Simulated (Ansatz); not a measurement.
Reaction (formal exchange of groups at the Se–B bond): `NB(F)[SeH]` + `[SiH3]N[SiH3]` → `[SiH3]N[SiH2][SeH]` + `NBF`

Computed with Ansatz on PBE0-D4/def2-TZVP structures; ΔE is electronic, products minus reactants. CBS: MP2 limit from def2 TZ/QZ plus the TZ coupled-cluster correction, frozen cores. This one scheme is used for every species. DFT in def2-TZVPP. B3LYP here is the variant with VWN-RPA as its local correlation; programs differ in this. For Se outer-core shells are correlated without core-valence functions, which leaves a few kJ/mol of doubt a bond. Scalar relativity is left out up to krypton. One conformer a species, not always the lowest.

Question: Is it downhill or uphill in electronic energy at CCSD(T)/CBS, and by how much? (An estimate is asked.)

Answer: Computed: Downhill: ΔE = -26.6 kJ/mol.

Question: What do these levels give: r2SCAN-D4, PBE0-D4, B3LYP-D4, ωB97M-V, B2PLYP, PBE, r2SCAN, B3LYP, MP2/def2-TZVPP, SCS-MP2/def2-QZVPP, HF/CBS(def2), MP2/CBS(def2)? (Estimate.)

Answer: The calculation gave: r2SCAN-D4 -23.9, PBE0-D4 -26.1, B3LYP-D4 -26.9, ωB97M-V -25.6, B2PLYP -23.7, PBE -23.7, r2SCAN -23.2, B3LYP -23.0, MP2/def2-TZVPP -24.2, SCS-MP2/def2-QZVPP -25.4, HF/CBS(def2) -23.5, MP2/CBS(def2) -28.6 kJ/mol.

Largest T1 diagnostic among the species: 0.012.

The D4 term adds −3.9 kJ/mol with B3LYP and −2.5 kJ/mol with PBE0; it sums over pairs of atoms, weighted by their polarisabilities, and B3LYP, whose exchange is more repulsive, gets the larger term.
